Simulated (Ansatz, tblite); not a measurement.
Forces on Tl4Cl3⁺ at its PBE-D4/def2-SVP geometry. The state is a singlet with charge 1.

In the def2 sets Tl takes a core potential; there is no spin–orbit coupling. The xTB rows come from tblite. The structure comes from a short search, and lower isomers may exist.

GFN1-xTB (tblite), largest force 0.25 eV/Å:

```xyz
7
positions Å, forces eV/Å
Tl    0.719   -0.702    2.013   -0.080    0.082   -0.226
Tl    1.159   -1.930   -2.130    0.034   -0.046   -0.017
Tl    1.050    2.894   -0.394    0.030    0.051    0.016
Tl   -3.099   -0.093    0.033   -0.053   -0.008    0.027
Cl   -1.050    1.627    1.138    0.102   -0.147   -0.002
Cl    2.178    0.232   -0.499   -0.129   -0.047    0.115
Cl   -0.958   -2.029   -0.160    0.096    0.117    0.088
```

GFN2-xTB (tblite), largest force 0.55 eV/Å:

```
Tl -0.174 0.172 -0.489
Tl -0.040 0.080 0.143
Tl -0.037 -0.151 0.056
Tl 0.164 -0.007 0.039
Cl 0.199 -0.290 -0.064
Cl -0.295 -0.076 0.186
Cl 0.184 0.272 0.131
```

PBE-D4/def2-TZVP (Ansatz), largest force 0.03 eV/Å:

```
Tl 0.010 -0.008 0.027
Tl 0.000 0.004 0.009
Tl -0.002 -0.005 0.002
Tl 0.008 0.001 0.004
Cl -0.003 -0.003 -0.016
Cl -0.011 0.001 -0.011
Cl -0.003 0.009 -0.014
```
